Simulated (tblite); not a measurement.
BiCl₃ (SMILES [Cl][Bi]([Cl])[Cl]), singlet, geometry from GFN2-xTB (such geometries of metal compounds can be far from the true shape); GFN1-xTB (tblite 0.6.0).

tblite was given this input:
```
$ tblite run mol.xyz --method gfn1 --charge 0 --spin 0 --guess eeq --json tblite.json --no-restart

# file mol.xyz
4

Bi    -0.00428098    -0.00067467     0.50283800
Cl    -1.83162453    -0.99302219    -0.83533113
Cl     0.06534181     2.09049123    -0.81504384
Cl     1.78718399    -1.09417508    -0.80465760
```

Problem. What does tblite print? Leave out banner, timings and long lists.

Solution. 
```
xTB calculator
 | screened Coulomb repulsion
 | Coulomb electrostatics
 |  * isotropic Klopman-Ohno-Mataga-Nishimoto electrostatics
 |  * onsite third-order electrostatics
 | DFT-D3(BJ) dispersion correction

halogen bonding energy    0.0000000000000E+00 Eh
repulsion energy          4.3394254375785E-03 Eh
dispersion energy        -2.2404615758952E-03 Eh
number of electrons       2.6000000000000E+01 e
integral cutoff           2.2843195497908E+01 bohr

------------------------------------------------------------
  cycle        total energy    energy error   density error
------------------------------------------------------------
      1     -15.01188945571  -1.5013988E+01   4.3414455E-01
      2     -15.06823155166  -5.6342096E-02   5.8298048E-02
      3     -15.07511726777  -6.8857161E-03   1.1073351E-01
      4     -15.07715191765  -2.0346499E-03   2.9621517E-02
      5     -15.07784996972  -6.9805207E-04   4.0247842E-03
      6     -15.07786391812  -1.3948398E-05   5.1448484E-04
      7     -15.07786409172  -1.7360892E-07   1.1310781E-04
      8     -15.07786410291  -1.1186934E-08   7.1919623E-07
------------------------------------------------------------

electronic energy        -1.5079963066773E+01 Eh
total energy             -1.5077864102912E+01 Eh

Post processing:
 | Mayer-Wiberg bond orders

[Info] JSON dump of results written to 'tblite.json'
```
